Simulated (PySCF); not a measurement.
Be(I)(NMe2) (C₂H₆BeIN), SMILES C[N](C)[Be][I].

Geometry: PBE0-D3(BJ)/def2-SVP. The structure was generated by enumeration; whether it is a known compound was not checked. The def2 effective core potentials stand for the cores of I; spin–orbit coupling is left out. One conformer was computed; it need not be the lowest.

Two levels are set side by side: TDDFT-PBE/def2-SVPD (PySCF) and TDDFT-CAM-B3LYP/def2-SVPD (PySCF). Vertical, same geometry. The lowest singlet is HOMO→LUMO 100 % with PBE and HOMO→LUMO+1 90 % with the other functional; states are paired by order. Differences are taken from unrounded values.

```
quantity                               TDDFT-CAM-B3LYP  TDDFT-PBE  TDDFT-PBE minus TDDFT-CAM-B3LYP
-------------------------------------  ---------------  ---------  -------------------------------
lowest singlet excitation (eV)                    5.01       4.22                            -0.79
lowest triplet excitation (TDA) (eV)              4.91       4.11                            -0.80
first bright state (f over 0.05) (eV)             6.12       5.36                            -0.76
its oscillator strength                           0.19       0.19                             0.00
```

Functionals without exact exchange tend to place singlet excitations lower, as here. Differences between two approximate levels are no errors against the true value.

Rough cost on one machine, each run with all the roots and properties that it gave: TDDFT-CAM-B3LYP against TDDFT-PBE about 5 times.
